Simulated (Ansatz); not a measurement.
Cost and result for the atomization energy of `C[SiH2][CH2][AlH][SH]` (14 atoms, 13 bonds).

```xyz
14

C     1.363    1.341    0.208
Si   -0.057    0.531    1.122
C    -1.396   -0.023   -0.055
Al   -0.758   -1.141   -1.512
S     0.565   -2.826   -1.075
H     1.851    0.634   -0.468
H     1.014    2.193   -0.382
H     2.120    1.706    0.906
H     0.455   -0.661    1.861
H    -0.591    1.480    2.142
H    -2.140   -0.590    0.519
H    -1.911    0.850   -0.472
H    -1.100   -0.914   -3.040
H     0.585   -2.580    0.247
```

Total charge 0; spin multiplicity 1. The structure was optimised at the PBE0-D4/def2-TZVP level. It is one conformer, not always the lowest. Program: Ansatz. All runs use 4 threads of an Arm Neoverse V1 on a shared host. Times are those of one run each, without the atoms' runs, and a repeat can differ threefold. Electronic energies, without spin–orbit coupling; frozen cores. CCSD(T)/CBS adds CCSD(T) − MP2 in def2-TZVPP to the MP2 limit, and its time is that of the two runs behind it. T1 = 0.011. B3LYP takes the VWN-RPA correlation (the form of Gaussian; ORCA's B3LYP/G).

CCSD(T)/CBS is a level of theory with its own doubt, some kJ/mol a heavy atom from the limit and from the frozen cores, so smaller differences don't rank the functionals.

```csv
level,functions,wall time,atomization (kJ/mol),difference from CCSD(T)/CBS,per bond
PBE-D4/def2-TZVPP (with forces),314,4 s,4763.8,4.9,0.4
PBE0-D4/def2-TZVPP,314,5.5 s,4739.0,-19.9,-1.5
r2SCAN-D4/def2-TZVPP (with forces),314,8 s,4769.0,10.1,0.8
B2PLYP/def2-TZVPP,314,9 s,4684.9,-74.0,-5.7
B3LYP-D4/def2-TZVPP (with forces),314,9.5 s,4741.6,-17.3,-1.3
ωB97X-V/def2-TZVPP,314,14 s,4776.9,18.0,1.4
ωB97M-V/def2-TZVPP (with forces),314,20 s,4772.1,13.2,1.0
MP2/def2-QZVPP,594,42 s,4729.7,-29.2,-2.2
CCSD(T)/def2-TZVPP,314,16 min,4644.1,-114.8,-8.8
CCSD(T)/CBS(def2),–,17 min,4758.9,0.0,0.0
```

From PBE to PBE0 (25 % exact exchange), in def2-TZVPP and without D4, the atomization energy moves by −20.2 kJ/mol: exact exchange takes away binding that semilocal exchange gives to molecules. In def2-TZVPP, CCSD(T) changes the Hartree–Fock value by +1033.7 kJ/mol (the triples alone add +53.4 kJ/mol) and MP2 by +1051.6 kJ/mol; breaking electron pairs costs correlation energy, which Hartree–Fock lacks. The D4 term adds +54.8 kJ/mol with B3LYP and +29.5 kJ/mol with PBE0; it sums over pairs of atoms, weighted by their polarisabilities, and B3LYP, whose exchange is more repulsive, gets the larger term.
